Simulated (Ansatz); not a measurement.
Harmonic vibrations of C₂H₅ClSn (`C[CH2][Sn][Cl]`) by finite differences.

```yaml
crystal:
  periodic: [false, false, false]
  atoms:
    - {symbol: C, position_ang: [-0.345127, 0.918657, 0.042429]}
    - {symbol: C, position_ang: [0.295208, -0.310598, 0.676533]}
    - {symbol: Sn, position_ang: [1.508100, -1.502342, -0.705813]}
    - {symbol: Cl, position_ang: [-0.277865, -1.856667, -2.244325]}
    - {symbol: H, position_ang: [-0.980978, 0.641793, -0.801316]}
    - {symbol: H, position_ang: [-0.966433, 1.464531, 0.759207]}
    - {symbol: H, position_ang: [0.403717, 1.625197, -0.329062]}
    - {symbol: H, position_ang: [0.927957, -0.036299, 1.527245]}
    - {symbol: H, position_ang: [-0.476178, -0.990573, 1.058001]}
basis:
  gaussian: {orbitals: def2-TZVP}
hamiltonian: {xc: pbe0, dispersion: d4}
phonons: {temperatures: {t_min: 298.15, t_max: 900, t_step: 200}}
```

```sh
$ ansatz run in.yaml --threads 4 --pin off --events-out ev --progress --plain --max-ram 10444MiB
```

Output, abridged:

```
Functional definition: PBE0
  name "PBE0"
  cite "Adamo & Barone, J. Chem. Phys. 110, 6158 (1999) doi:10.1063/1.478522"
  cite "Perdew, Burke & Ernzerhof, Phys. Rev. Lett. 77, 3865 (1996) doi:10.1103/PhysRevLett.77.3865"
  parent pbe
  parameter a = 0.25
  parameter kappa = 0.804
  parameter beta = 0.06672455060314922
  exchange = (1 - a)*pbe_x(kappa = kappa, mu = beta*pi^2/3) + a*exact_x
  correlation = pbe_c(beta = beta)
mean field -20505.58695679 eV, -753.5664214760 hartree, gradient 2.5e-5 eV, S^2 0.000000; 0 other end points of the search recorded, 0 dependent functions left out
the calculation of the forces begins
these checks for a lower state are left out or cut short: stability, starts, cluster_reference, orbital_swaps, neighbouring_geometries, increment
mean field -20505.58677937 eV, -753.5664149560 hartree, gradient 2.7e-6 eV, S^2 0.000000; 0 other end points of the search recorded, 0 dependent functions left out
the calculation of the forces begins
these checks for a lower state are left out or cut short: stability, starts, cluster_reference, orbital_swaps, neighbouring_geometries, increment
mean field -20505.58680823 eV, -753.5664160165 hartree, gradient 2.7e-6 eV, S^2 0.000000; 0 other end points of the search recorded, 0 dependent functions left out
the calculation of the forces begins
these checks for a lower state are left out or cut short: stability, starts, cluster_reference, orbital_swaps, neighbouring_geometries, increment
mean field -20505.58684500 eV, -753.5664173678 hartree, gradient 2.7e-6 eV, S^2 0.000000; 0 other end points of the search recorded, 0 dependent functions left out
the calculation of the forces begins
these checks for a lower state are left out or cut short: stability, starts, cluster_reference, orbital_swaps, neighbouring_geometries, increment
mean field -20505.58676893 eV, -753.5664145721 hartree, gradient 2.7e-6 eV, S^2 0.000000; 0 other end points of the search recorded, 0 dependent functions left out
the calculation of the forces begins
these checks for a lower state are left out or cut short: stability, starts, cluster_reference, orbital_swaps, neighbouring_geometries, increment
mean field -20505.58679803 eV, -753.5664156417 hartree, gradient 2.7e-6 eV, S^2 0.000000; 0 other end points of the search recorded, 0 dependent functions left out
the calculation of the forces begins
these checks for a lower state are left out or cut short: stability, starts, cluster_reference, orbital_swaps, neighbouring_geometries, increment
mean field -20505.58678706 eV, -753.5664152385 hartree, gradient 2.7e-6 eV, S^2 0.000000; 0 other end points of the search recorded, 0 dependent functions left out
the calculation of the forces begins
these checks for a lower state are left out or cut short: stability, starts, cluster_reference, orbital_swaps, neighbouring_geometries, increment
mean field -20505.58683168 eV, -753.5664168782 hartree, gradient 2.7e-6 eV, S^2 0.000000; 0 other end points of the search recorded, 0 dependent functions left out
the calculation of the forces begins
these checks for a lower state are left out or cut short: stability, starts, cluster_reference, orbital_swaps, neighbouring_geometries, increment
mean field -20505.58681725 eV, -753.5664163479 hartree, gradient 2.7e-6 eV, S^2 0.000000; 0 other end points of the search recorded, 0 dependent functions left out
[...]
the calculation of the forces begins
these checks for a lower state are left out or cut short: stability, starts, cluster_reference, orbital_swaps, neighbouring_geometries, increment
mean field -20505.58691443 eV, -753.5664199192 hartree, gradient 2.7e-6 eV, S^2 0.000000; 0 other end points of the search recorded, 0 dependent functions left out
the calculation of the forces begins
these checks for a lower state are left out or cut short: stability, starts, cluster_reference, orbital_swaps, neighbouring_geometries, increment
mean field -20505.58691498 eV, -753.5664199394 hartree, gradient 2.7e-6 eV, S^2 0.000000; 0 other end points of the search recorded, 0 dependent functions left out
the calculation of the forces begins
these checks for a lower state are left out or cut short: stability, starts, cluster_reference, orbital_swaps, neighbouring_geometries, increment
mean field -20505.58693663 eV, -753.5664207352 hartree, gradient 2.7e-6 eV, S^2 0.000000; 0 other end points of the search recorded, 0 dependent functions left out
the calculation of the forces begins
these checks for a lower state are left out or cut short: stability, starts, cluster_reference, orbital_swaps, neighbouring_geometries, increment
mean field -20505.58693590 eV, -753.5664207082 hartree, gradient 2.7e-6 eV, S^2 0.000000; 0 other end points of the search recorded, 0 dependent functions left out
the calculation of the forces begins
these checks for a lower state are left out or cut short: stability, starts, cluster_reference, orbital_swaps, neighbouring_geometries, increment
mean field -20505.58689782 eV, -753.5664193089 hartree, gradient 2.7e-6 eV, S^2 0.000000; 0 other end points of the search recorded, 0 dependent functions left out
the calculation of the forces begins
these checks for a lower state are left out or cut short: stability, starts, cluster_reference, orbital_swaps, neighbouring_geometries, increment
mean field -20505.58688611 eV, -753.5664188785 hartree, gradient 2.7e-6 eV, S^2 0.000000; 0 other end points of the search recorded, 0 dependent functions left out
the calculation of the forces begins
these checks for a lower state are left out or cut short: stability, starts, cluster_reference, orbital_swaps, neighbouring_geometries, increment
mean field -20505.58689961 eV, -753.5664193746 hartree, gradient 2.7e-6 eV, S^2 0.000000; 0 other end points of the search recorded, 0 dependent functions left out
the calculation of the forces begins
these checks for a lower state are left out or cut short: stability, starts, cluster_reference, orbital_swaps, neighbouring_geometries, increment
mean field -20505.58689941 eV, -753.5664193671 hartree, gradient 2.7e-6 eV, S^2 0.000000; 0 other end points of the search recorded, 0 dependent functions left out
the calculation of the forces begins
these checks for a lower state are left out or cut short: stability, starts, cluster_reference, orbital_swaps, neighbouring_geometries, increment
mean field -20505.58691123 eV, -753.5664198018 hartree, gradient 2.7e-6 eV, S^2 0.000000; 0 other end points of the search recorded, 0 dependent functions left out
the calculation of the forces begins
these checks for a lower state are left out or cut short: stability, starts, cluster_reference, orbital_swaps, neighbouring_geometries, increment
mean field -20505.58691101 eV, -753.5664197936 hartree, gradient 2.7e-6 eV, S^2 0.000000; 0 other end points of the search recorded, 0 dependent functions left out
the calculation of the forces begins
these checks for a lower state are left out or cut short: stability, starts, cluster_reference, orbital_swaps, neighbouring_geometries, increment
mean field -20505.58694487 eV, -753.5664210380 hartree, gradient 2.7e-6 eV, S^2 0.000000; 0 other end points of the search recorded, 0 dependent functions left out
the calculation of the forces begins
these checks for a lower state are left out or cut short: stability, starts, cluster_reference, orbital_swaps, neighbouring_geometries, increment
mean field -20505.58692469 eV, -753.5664202962 hartree, gradient 2.7e-6 eV, S^2 0.000000; 0 other end points of the search recorded, 0 dependent functions left out
the calculation of the forces begins
Total energy: -20505.77680791 eV, -753.5733983760 hartree
Atom 0 at    -0.345127     0.918657     0.042429 Å, force    -0.002140     0.004616    -0.001795 eV/Å
Atom 1 at     0.295208    -0.310598     0.676533 Å, force     0.002185     0.001250     0.000422 eV/Å
Atom 2 at     1.508100    -1.502342    -0.705813 Å, force    -0.000621    -0.002844    -0.002615 eV/Å
Atom 3 at    -0.277865    -1.856667    -2.244325 Å, force     0.001586     0.001029     0.001134 eV/Å
Atom 4 at    -0.980978     0.641793    -0.801316 Å, force     0.000807     0.000206    -0.000632 eV/Å
Atom 5 at    -0.966433     1.464531     0.759207 Å, force    -0.000920    -0.000119     0.000218 eV/Å
Atom 6 at     0.403717     1.625197    -0.329062 Å, force    -0.000838    -0.002463     0.000668 eV/Å
Atom 7 at     0.927957    -0.036299     1.527245 Å, force    -0.000057    -0.000542     0.000839 eV/Å
Atom 8 at    -0.476178    -0.990573     1.058001 Å, force    -0.000001    -0.001133     0.001760 eV/Å
Dipole moment:     0.363204     0.147005     0.451403 e Å
Vibrations: 31.47 126.30 170.03 242.26 336.49 457.27 625.02 918.82 954.22 1024.33 1198.94 1250.14 1402.42 1436.39 1491.66 1499.75 3029.46 3033.00 3080.14 3091.38 3121.48 cm⁻¹, zero-point energy 1.768073 eV
```

It took 120 s on 4 threads of an Arm Neoverse V1 on a shared host, with 0.47 GiB of host memory at the peak.
